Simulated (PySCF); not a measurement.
How methods differ on the excitation energy of C+

C+ [He] 2s2 2p1 (2P) → C+ [He] 2s1 2p1 3d1 (high-spin determinant), as a difference of total energies. Calculation: PySCF 2.14, in x2c-QZVPPall with one added diffuse shell each of s, p, d, f type (8s5p4d3f1g, 73 functions); scalar relativity by spin-free X2C-1e. Correlated levels: valence: 1s2 frozen; valence and next inner shell: nothing frozen. The calculations carry no spin-orbit coupling.

| method | excitation energy (eV) |
| --- | --- |
| UHF | 22.739 |
| LDA | 23.502 |
| PBE | 23.333 |
| PBE0 | 23.483 |
| r2SCAN | 23.303 |
| LC-wPBE | 24.040 |
| B3LYP | 23.786 |
| MP2 (valence) | 23.994 |
| SCS-MP2 (valence) | 24.347 |
| MP2 (valence and next inner shell) | 24.011 |
| SCS-MP2 (valence and next inner shell) | 24.361 |

Q: Estimate what M06-L gives.

A: 23.429 eV, closest to PBE0 among the rows shown.

Q: Estimate what MN15 gives.

A: 24.089 eV, closest to LC-wPBE among the rows shown.

The promoted electron is Rydberg-like, and one or two diffuse shells describe it only roughly, which tends to raise the upper state.

The determinant of the upper state mixes LS terms, which raises its energy above the lowest term, most at the Hartree-Fock and MP2 levels.
